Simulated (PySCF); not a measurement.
Two-component Hartree-Fock for Ni (nickel, neutral)

Start: [Ar] 3d8 4s1 4p1; 3d3/2 filled at m_j = -1/2, +1/2, +3/2; 3d5/2 filled at m_j = -3/2, -1/2, +1/2, +3/2, +5/2; 4s1/2 filled at m_j = +1/2; 4p3/2 filled at m_j = +3/2. Calculated with PySCF 2.14 in x2c-TZVPall-2c (6s7p4d1f, 54 functions): generalised Hartree-Fock with the X2C-1e Hamiltonian and a Gaussian nucleus; one run each with spin-orbit coupling (SO) switched off, then screened by Boettger's factors. This is a chosen level, not necessarily the ground level.

```tsv
spinor shell	electrons	ε, spin-free (eV)	ε, screened SO (eV)	weight of nominal j (screened SO)	rms radius, screened SO (bohr)
1s1/2	2	-8403.3	-8403.2	1.000	0.0624
2s1/2	2	-1051.7	-1051.6	1.000	0.265
2p1/2	2	-900.88	-913.29	0.999	0.236
2p3/2	4	-900.88	-894.80	0.999	0.239
3s1/2	2	-136.78	-136.77	1.000	0.795
3p1/2	2	-90.579	-94.440	0.800	0.843
3p3/2	4	-90.579	-88.674	0.900	0.851
3d5/2	5	-19.507	-19.891	0.621	1.11
3d3/2	3	-19.507	-18.917	0.642	1.10
4s1/2	1	-10.070	-10.074	0.998	3.10
4p3/2	1	-4.864	-4.839	1.000	3.48
```

| quantity | spin-free | screened SO |
| --- | --- | --- |
| E (hartree) | -1518.97485 | -1519.01115 |
| M_J | 6 | 6 |
| ⟨J²⟩ | 42.015 | 42.016 |
| ⟨L²⟩ | 20.015 | 20.023 |
| ⟨S²⟩ | 6.001 | 5.999 |

Each row is a mean over spinors that exchange with the open shell spreads, by up to 10.984 eV (3p3/2).

Rows whose weight is well below 1 are mixtures of j = l ± 1/2: exchange outweighs spin-orbit coupling there, and the label is only the starting occupation.

Without spin-orbit coupling the j labels of p, d and f shells carry no meaning; the spin-free column gives the mean over the occupied spinors of each nl shell.
